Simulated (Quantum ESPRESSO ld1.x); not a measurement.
Values are calculated unless marked as measured or tabulated.
Question: The mean radii <r> (bohr) of the occupied orbitals of an atom or ion are listed with their occupations. Code: ld1.x of Quantum ESPRESSO 7.5. Model: Dirac Kohn-Sham, LDA (Slater exchange, Hedin-Lundqvist correlation), spin-unpolarised, spherical densities, point nucleus.

| orbital | occ. | <r> |
|---|---|---|
| 1s1/2 | 2 | 0.2312 |
| 2s1/2 | 2 | 1.330 |
| 2p1/2 | 2 | 1.481 |
| 2p3/2 | 1 | 1.483 |

Name the element and its charge. Open shells, if any, fill j = l - 1/2 first.

Answer: Z = 7, nitrogen, charge 0: N in [He] 2s2 2p3. The 1s radius gives Z: for a bare nucleus <r> = (2 gamma + 1)/(2Z) with gamma = sqrt(1 - (Z/c)^2), 0.2141 bohr for Z = 7, and screening makes it slightly larger (0.2312 here). The occupations add up to 7, and the charge is Z minus that.
